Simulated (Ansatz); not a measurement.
The cluster FeGe10, 11 atoms. Hardware: 2 threads of AMD EPYC 7R13 on a shared host and a share (18 GiB) of an NVIDIA H100 80GB HBM3.

Correlated methods freeze 95 core orbitals; core or outer-core shells of Fe, Ge are correlated, in sets that lack core-valence functions. Single mean-field runs in def2-TZVP are fitted with def2-universal-jkfit.

Task: How many basis functions does each of these Ansatz runs have, and roughly what does it cost? RPA@PBE/def2-TZVP, charge 0 singlet, energy, from earlier orbitals; PBE-D4/def2-SVP, charge 0 singlet, relaxation, 7 steps; PBE-D4/def2-SVP, charge 0 singlet, energy, from earlier orbitals; MP2/def2-TZVP, charge 0 singlet, energy, from earlier orbitals; PBE0-D4/def2-TZVP, charge 0 singlet, energy, from earlier orbitals; PBE0-D4/def2-SVP, charge 0 singlet, energy, from earlier orbitals; PBE0-D4/def2-SVP, charge 0 singlet, energy with a search over starts; r2SCAN-D4/def2-TZVP, charge 0 singlet, energy, from earlier orbitals; BHLYP-D4/def2-TZVP, charge 0 singlet, energy, from earlier orbitals; PBE-D4/def2-TZVP, charge 0 singlet, energy and forces, from earlier orbitals.

Result: Other jobs shared the machine, so times can vary by a factor of up to 3.

```tsv
run	functions	fitting or Cholesky vectors	wall time	peak host memory (GiB)
PBE-D4/def2-SVP, charge 0 singlet, energy, from earlier orbitals	351	3890	11 s	1
r2SCAN-D4/def2-TZVP, charge 0 singlet, energy, from earlier orbitals	525	2924	13 s	1
PBE0-D4/def2-SVP, charge 0 singlet, energy, from earlier orbitals	351	3495	14 s	1
PBE0-D4/def2-TZVP, charge 0 singlet, energy, from earlier orbitals	525	2924	16 s	1
PBE-D4/def2-TZVP, charge 0 singlet, energy and forces, from earlier orbitals	525	2924	17 s	1.1
RPA@PBE/def2-TZVP, charge 0 singlet, energy, from earlier orbitals	525	3685	18 s	3.7
PBE0-D4/def2-SVP, charge 0 singlet, energy with a search over starts	351	3495	19 s	1
BHLYP-D4/def2-TZVP, charge 0 singlet, energy, from earlier orbitals	525	2924	21 s	1
PBE-D4/def2-SVP, charge 0 singlet, relaxation, 7 steps	351	3890	26 s	1.1
MP2/def2-TZVP, charge 0 singlet, energy, from earlier orbitals	525	3685	89 s	1.2
```
